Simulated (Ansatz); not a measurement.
Basis-set extrapolation for CH$_{8}$FNSi$_{2}$ (`N[SiH2]C(F)[SiH3]`) (PBE0-D4/def2-TZVP geometry, frozen core, Ansatz). Multiplicity 1, RHF reference.

|  | def2-TZVPP | def2-QZVPP |
| --- | --- | --- |
| HF | -774.398040 | -774.425405 |
| MP2 correlation | -0.886818 | -0.956790 |
| CCSD(T) correlation | -0.975154 | not run |

Energies in hartree. Use E(X) = E(∞) + A·exp(−7.88·√X) for Hartree–Fock and E(X) = E(∞) + B·X^(−2.97) for correlation, with X = 3 and 4, and add CCSD(T) minus MP2 of the smaller set to the MP2 limit.

Q: What is the CCSD(T) energy at the basis-set limit?

A: HF limit: -774.425405 + (-0.027365) × 0.13774 = -774.42917. MP2 limit: -0.956790 + (-0.069972) × 0.74074 = -1.00862. Higher-order term: -0.975154 − (-0.886818) = -0.08834. Total: -775.52613 hartree, 401.5 kJ/mol below CCSD(T)/def2-TZVPP.
